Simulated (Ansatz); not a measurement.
Geometry optimisation, RHF/def2-SVP in Ansatz.

input.yaml

```yaml
crystal:
  periodic: [false, false, false]
  atoms:
    - { symbol: Sn, position_ang: [0.131583, -0.025561, -0.013985] }
    - { symbol: Cl, position_ang: [0.397283, -0.178701, 2.347464] }
    - { symbol: O, position_ang: [1.911331, -0.001833, -0.767587] }
    - { symbol: H, position_ang: [2.414553, -0.803945, -0.770584] }
    - { symbol: Cl, position_ang: [-0.795465, 1.97571, -0.688636] }
    - { symbol: Cl, position_ang: [-0.923366, -1.91136, -0.859485] }
    - { symbol: "N", position_ang: [-2.877246, -0.003716, 1.364291] }
    - { symbol: H, position_ang: [-2.965327, -0.695307, 0.649004] }
    - { symbol: H, position_ang: [-2.791648, 0.923972, 1.00479] }
    - { symbol: H, position_ang: [-2.160097, -0.23136, 2.056528] }
basis:
  gaussian: { orbitals: def2-SVP }
hamiltonian:
  xc: hf
relax:
  f_tol: 0.03
  max_steps: 50
output:
  orbitals: {}
```

Run as:

```bash
$ ansatz run input.yaml --threads 2 --pin off --max-ram 3072MiB --backend cpu --events-out ev --progress --plain --runs-dir out
```

Question: Where does it end, and by what steps?

Answer: It converged. After 6 steps the energy has fallen by 0.173 eV; H10 moved furthest, 0.53 Å.

```csv
step,energy less start (eV),largest force component (eV/Å),accepted
0,0.0000,0.896,yes
1,-0.1000,0.326,yes
2,-0.1362,0.341,yes
3,-0.1562,0.441,yes
4,-0.1666,0.316,yes
5,-0.1720,0.084,yes
6,-0.1725,0.012,yes
```

```xyz
10
Properties=species:S:1:pos:R:3
Sn 0.462 -0.045 -0.117
Cl 0.636 -0.219 2.187
O 2.213 -0.018 -0.922
H 2.732 -0.810 -0.929
Cl -0.578 1.932 -0.693
Cl -0.740 -1.863 -0.906
N -3.340 0.019 1.533
H -3.254 -0.716 0.852
H -3.147 0.893 1.077
H -2.642 -0.126 2.240
```

Whether the end is a true minimum wasn't checked by a vibrational analysis.

Time of the run: 13 s on 2 threads of AMD EPYC 9R45 96-Core Processor (Zen 5), on a shared host, peak memory 0.37 GiB.
